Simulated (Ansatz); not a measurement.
K₂Se⁻. The state is a doublet with charge -1. Geometry r2SCAN-D4/def2-TZVPD; atoms count from 1.

```
atom    x (Å)    y (Å)    z (Å)
  K1   0.8652   1.0581  -1.9330
  K2  -0.0496  -1.8691   1.4522
 Se3  -0.8156   0.8110   0.4809
```

The highest occupied level of the charge -1 doublet lies above zero (up to 0.29 eV). By energy differences its removal costs 0.51 eV (vertical, to the charge 0 singlet, at PBE0-D4/def2-TZVPD); a positive level beside a positive removal energy at the same level points to self-interaction error. The structure comes from a short search, and lower isomers may exist.

(1) Estimate the Mulliken populations from the PBE0/def2-TZVPD orbitals of Ansatz.

(2) Where does the spin sit?

(3) And the Mayer bond orders between bonded heavy atoms (over 0.3)?

Answers

(1) 
```tsv
atom	charge (e)	spin (α − β)
K1	0.19	0.53
K2	0.19	0.53
Se3	-1.37	-0.07
```
Mulliken values and Mayer orders depend strongly on the basis. With diffuse functions, as here, like atoms can get unlike values, and bond orders can come out too low or too high.

(2) Summed by element: K 1.07, Se -0.07, of 1 unpaired in all. Largest on single atoms: K1 0.53, K2 0.53, Se3 -0.07.

(3) K1–K2 0.61 (4.57 Å); K1–Se3 0.34 (2.95 Å); K2–Se3 0.34 (2.95 Å).
